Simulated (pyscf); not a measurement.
Structures and frequencies: ωB97X-D3(BJ)/def2-SVP in PySCF. MP2 and CC: frozen core, UHF for open shells. ΔMP2 is the change of the MP2 total energy from the triple- to the quadruple-zeta basis.

Problem. Estimate the classical barrier height and the reaction energy of •O–SiH₂–SiH₃ → HO–SiH₂–SiH₂• at CCSD(T)/def2-TZVPP + ΔMP2(QZVPP). The step runs on the doublet surface, breaks H–Si and forms H–O; take the reactant's lowest minimum found as zero.

Solution. ΔE‡ = 19.7 kcal/mol, ΔE = -27.5 kcal/mol. Zero-point energy shifts the barrier by -1.6 kcal/mol. It is a hydrogen shift, with an imaginary mode of 1459i cm⁻¹. •O–SiH₂–SiH₃ lies 46.0 kcal/mol over its isomer •H₂Si–O–SiH₃ (electronic energy, ωB97M-D3(BJ)/def2-TZVP). HO–SiH₂–SiH₂• lies 22.3 kcal/mol over its isomer •H₂Si–O–SiH₃ (electronic energy, ωB97M-D3(BJ)/def2-TZVP). One saddle was located; it need not be the lowest between these sides. The CCSD(T) − MP2 part came from Ansatz, without density fitting, on the same reference.
